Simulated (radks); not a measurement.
Values are calculated unless marked as measured or tabulated.
Sm3+, 59 electrons, occupied as [Xe] 4f5 (the NIST ground configuration).

Code: a radial shooting solver on a logarithmic mesh with Libxc functionals. Model: scalar-relativistic Kohn-Sham, revPBE, spin-polarised, spherical densities, finite nucleus; open shells are filled with parallel spins first (spin-orbit coupling, left out, can overturn this in heavy ions); Fermi nuclear charge, rms radius 5.0819 fm.

Energy parts (eV):
part                      energy
total                 -283692.21
kinetic                303219.51
electron-nucleus      -688794.05
Hartree                108270.97
exchange-correlation    -6388.64

Orbitals (lengths in bohr, moments of r in powers of bohr):
| orbital | occ. | eigenvalue (eV) | <r> |
|---|---|---|---|
| 1s up | 1 | -46704.17 | 0.02274 |
| 1s down | 1 | -46704.17 | 0.02274 |
| 2s up | 1 | -7658.018 | 0.09701 |
| 2s down | 1 | -7657.996 | 0.09701 |
| 2p up | 3 | -6834.521 | 0.08548 |
| 2p down | 3 | -6834.507 | 0.08548 |
| 3s up | 1 | -1703.386 | 0.2550 |
| 3s down | 1 | -1701.681 | 0.2548 |
| 3p up | 3 | -1445.919 | 0.2534 |
| 3p down | 3 | -1444.221 | 0.2532 |
| 3d up | 5 | -1097.194 | 0.2311 |
| 3d down | 5 | -1095.893 | 0.2308 |
| 4s up | 1 | -365.1922 | 0.5785 |
| 4s down | 1 | -360.9514 | 0.5784 |
| 4p up | 3 | -280.4578 | 0.6121 |
| 4p down | 3 | -276.2206 | 0.6120 |
| 4d up | 5 | -161.5173 | 0.6676 |
| 4d down | 5 | -157.2842 | 0.6681 |
| 4f up | 5 | -33.7975 | 0.8955 |
| 4f down | 0 | -29.9997 | 0.9282 |
| 5s up | 1 | -71.9681 | 1.370 |
| 5s down | 1 | -69.6484 | 1.388 |
| 5p up | 3 | -50.6609 | 1.572 |
| 5p down | 3 | -48.9459 | 1.598 |
| 5d up | 0 | -24.7172 | 2.192 |
| 5d down | 0 | -23.9283 | 2.246 |
| 6s up | 0 | -22.1134 | 3.193 |
| 6s down | 0 | -21.7074 | 3.233 |

The highest occupied level is 4f up at -33.798 eV. For comparison, the ionisation energy in NIST's Atomic Spectra Database is 41.6 eV (semi-empirical). In exact Kohn-Sham theory the highest level is minus the ionisation energy, but local and semilocal functionals leave it too shallow, through self-interaction and a potential that decays too fast; potentials with the right tail come closer.
